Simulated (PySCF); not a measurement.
BiF$_{2}$ (SMILES [F][Bi+][F]), charge +1, singlet, geometry from GFN2-xTB (such geometries of metal compounds can be far from the true shape) (core potentials on Bi).

The PySCF input:
```python
from pyscf import gto, scf, dft, tdscf

mol = gto.M(
    atom='''
Bi    0.18932082    0.11796992    0.11312715
F    -1.01058141    0.49679549   -1.37668302
F    -0.73537727   -1.58474032    0.33339926
''',
    basis='def2-svp',
    ecp={'Bi': 'def2-svp'},
    charge=1,
    verbose=4,
)

mf = dft.RKS(mol)
mf.xc = 'wb97x'
mf.kernel()
td = mf.TDA()
td.nstates = 5
td.kernel(x0=td.get_init_guess(mf, 13), nstates=5)
td.analyze(verbose=3)
```

### Question
What is the computed excitation energies found (PySCF with WB97X/def2-SVP, TDA)?

### Answer
4.95, 4.97, 5.91, 6.24, 6.46 eV

### Question
Give the nuclear repulsion energy at the level WB97X/def2-SVP, TDA.

### Answer
128.1726 Eh

### Question
Roughly what does it cost on one core?

### Answer
very roughly 15 core-seconds.
